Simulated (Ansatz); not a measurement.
`[CH3][AlH][OH]` + `[NH2][SnH3]` → `C[NH][SnH3]` + `[OH][AlH2]` at 400 K and 1 bar (substitution at a C–Al bond).

Gas-phase electronic energies from Ansatz, PBE0-D4/def2-TZVP geometries. CBS: MP2 limit from def2 TZ/QZ plus the TZ coupled-cluster correction, frozen cores. This one scheme is used for every species. def2 core potentials past Kr. For Sn outer-core shells are correlated without core-valence functions, which leaves a few kJ/mol of doubt a bond. Each species was taken in one conformer, which may not be the lowest.

```
         species  CCSD(T)/CBS energy (Eh)  H − E (kJ/mol)  S (J/(mol·K))
`[CH3][AlH][OH]`               -358.31021           173.0          332.2
   `[NH2][SnH3]`               -271.71442           141.9          313.9
   `C[NH][SnH3]`               -310.95876           222.2          354.6
    `[OH][AlH2]`               -319.03157            88.7          271.1
```

H − E and S are ideal-gas, rigid-rotor, harmonic terms from PBE0-D4/def2-TZVP, for one conformer and one mirror image of each species. 1 Eh = 2625.50 kJ/mol, R = 8.31446 J/(mol·K).

Task: By hand: ΔE, ΔH, ΔS and ΔG.

Result: ΔE = (-310.95876) + (-319.03157) − (-358.31021) − (-271.71442) = 0.03430 Eh = 90.1 kJ/mol. Δ(H − E) = 222.2 + 88.7 − 173.0 − 141.9 = -4.0, so ΔH = 86.1 kJ/mol. ΔS = 354.6 + 271.1 − 332.2 − 313.9 = -20.4 J/(mol·K). ΔG = 86.1 − 400 × (-20.4)/1000 = 94.3 kJ/mol.

Task: By hand: the equilibrium constant, and the temperature at which ΔG would vanish if ΔH and ΔS stayed fixed.

Result: log₁₀ K = −ΔG/(RT ln 10) = -12.3. ΔH and −TΔS have one sign here, so there is no such temperature.

ΔH outweighs TΔS. A doubt of 5 kJ/mol in ΔE shifts log₁₀ K by 0.7 here. Other conformers and mirror images would add mixing entropy, several J/(mol·K) or more a flexible species. Modes under 60 cm⁻¹, often nearly free rotors, make the harmonic entropy too high. These are equilibria of isolated gas molecules and say nothing of rates. Largest T1 diagnostic: 0.013 (customary marks: 0.02 for closed shells, 0.045 for open ones).
